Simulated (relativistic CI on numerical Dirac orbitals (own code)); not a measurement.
# Hyperfine structure of Ge, mass number 73

Calculated at this level of theory: Dirac-Coulomb-Breit CI, orbitals from a KLI potential per configuration, model QED, valence Slater integrals scaled by 0.85, P86 correlation energy added to each configuration (own radial code, finite nucleus).

CI space (outside the closed core [Ar] 3d10): 4s2 4p2, 4s2 4p 5s, 4s 4p3, 4s2 4p 5p, 4s2 4p 4d, 4s2 4p 6s, 4s2 4p 6p, 4s2 4p 5d, 4s2 4p 4f, 4s2 4p 6d, 4s2 4p 5f, 4s2 4p 5g, 4s2 4d2, 4s2 4p 6f, 4p4. Levels of other configurations are missing.

Nuclear spin I = 9/2, μ = -0.87824 μN, Q = -0.196 b (tables of Stone and Pyykkö). The electronic factors are computed for point nuclear moments, without core polarisation; leaving it out makes A of s and p electrons in near-neutral atoms 20 to 40 % too small, and it can dominate for d and f shells.

```
          Level  E (eV)  A (MHz)  B (MHz)
   4s2 4p2 3P_1  0.0643    8.064    -48.1
   4s2 4p2 3P_2  0.1626   -65.66      100
   4s2 4p2 1D_2  0.9967   -96.58     -192
   4s 4p3 5S°_2  4.6160   -521.9    0.187
4s2 4p 5s 3P°_1  4.9762   -237.6     42.1
4s2 4p 5s 3P°_2  5.1494   -91.57     -119
4s2 4p 5s 1P°_1  5.2903   -56.74    -98.4
 4s2 4p 5p 3D_1  5.9794   -180.5     12.7
```

Levels with J = 0, under 50 % of one LS term, or S terms without an open s electron are left out. Small factors come from cancelling terms and can be off by tens of per cent or more.

For a near-neutral ion this model can misplace configurations by up to about 10,000 cm⁻¹ (more where the count of f electrons changes) and terms by 10 to 25 % of their spread. Rates follow the energies as ν³ (E1, M1) or ν⁵ (E2), so they and the lifetimes can be off by large factors. The fine structure of a lone outer electron comes out too small, for d and f at times inverted, and misplaced configurations move strength between like terms. 27 of the 31 excited levels that our extract of the measured tables holds in this range could be paired (the sources list more); they are missed by 2015 cm⁻¹ on average and 4696 at most, and levels without a partner can miss by more.

**Question.** Give the hyperfine levels of 4s2 4p2 3P_2 relative to its centre of gravity.

**Answer.** With K = F(F + 1) − I(I + 1) − J(J + 1), E = AK/2 + B[¾K(K + 1) − I(I + 1)J(J + 1)]/[2I(2I − 1)J(2J − 1)]: F = 5/2: 768.3, F = 7/2: 494.5, F = 9/2: 167.7, F = 11/2: -193.4, F = 13/2: -565.8 MHz.

LS names give the leading component of a level, which can be under half, so a name can repeat, a term be missing and a line seem to break the LS rules.
